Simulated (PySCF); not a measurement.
C6H8S.
Z-matrix (Å and degrees, GFN2-xTB geometry), rows numbered from 1:
```
C 
C   1  1.4902
S   2  1.6306  1  121.45
C   2  1.4654  1  117.05  3  -179.86
C   4  1.5133  2  118.05  1   145.34
C   5  1.4949  4   96.35  2   159.01
C   5  1.4688  4   60.95  2   107.82
H   1  1.0906  2  110.06  3   123.41
H   1  1.0865  2  110.77  3     2.28
H   1  1.0908  2  109.85  3  -118.42
H   4  1.0888  2  114.83  1    -0.83
H   5  1.0675  4  129.56  7  -127.14
H   6  1.0844  5  119.16  7   108.35
H   6  1.0819  5  117.65  7  -107.21
H   7  1.0676  4  129.81  5   127.16
```

Method: PySCF, TDDFT PBE0/def2-SVPD, vertical, gas phase, core orbitals frozen in the response.

Orbital energies (eV): HOMO-3 -9.51, HOMO-2 -7.72, HOMO-1 -7.72, HOMO -6.26, LUMO -1.98, LUMO+1 0.72, LUMO+2 1.13.

Lowest singlets, with some entries withheld (?). The highest level found (6.61 eV, f 0.0006 so far) is left out, since the window may have cut off a degenerate partner. Orbitals of the list HOMO-3 to LUMO+2 that lie within 0.01 eV of each other are written together with a slash and their weights summed (≥ marks a lower bound); for degenerate orbitals outside that list single weights are arbitrary.

```json
{"state": "S1", "E (eV)": "2.55", "f": "0.0001", "main configurations (H = HOMO, L = LUMO)": "H→L (100%)"}
{"state": "S2", "E (eV)": "4.52", "f": "0.0017", "main configurations (H = HOMO, L = LUMO)": "H-2→L (84%), H-1→L (16%)"}
{"state": "S3", "E (eV)": "5.19", "f": "0.218", "main configurations (H = HOMO, L = LUMO)": "H-1→L (79%), H-2→L (15%)"}
{"state": "S4", "E (eV)": "?", "f": "0.046", "main configurations (H = HOMO, L = LUMO)": "H→L+1 (92%)"}
{"state": "S5", "E (eV)": "?", "f": "0.013", "main configurations (H = HOMO, L = LUMO)": "H→L+2 (40%), H-3→L (32%), H→L+3 (19%)"}
{"state": "S6", "E (eV)": "?", "f": "0.0096", "main configurations (H = HOMO, L = LUMO)": "H-5→L (40%), H-3→L (37%), H→L+2 (11%)"}
{"state": "S7", "E (eV)": "?", "f": "0.0063", "main configurations (H = HOMO, L = LUMO)": "H-5→L (56%), H-3→L (29%)"}
```

What stands in place of each question mark?

- S4: E = 5.97 eV
- S5: E = 6.37 eV
- S6: E = 6.42 eV
- S7: E = 6.43 eV

What is the mean static polarisability from the same response equations?

88.3 au (13.08 Å³), with principal values 66.9, 90.6 and 107.4 au.

How far apart are S2 and S5, in eV and cm⁻¹?

6.370 − 4.515 = 1.855 eV, or about 14960 cm⁻¹.

Where do the lowest triplets lie (Tamm–Dancoff)?

T1 2.09 eV, H→L (99%); T2 3.08 eV, H-1→L (80%), H-2→L (14%); T3 4.25 eV, H-2→L (83%), H-1→L (15%). E(S1) − E(T1) = +0.45 eV.

Hardware: Arm Neoverse V2, one thread, on a shared host. Cost: 28 s.

One conformer stands for the species.
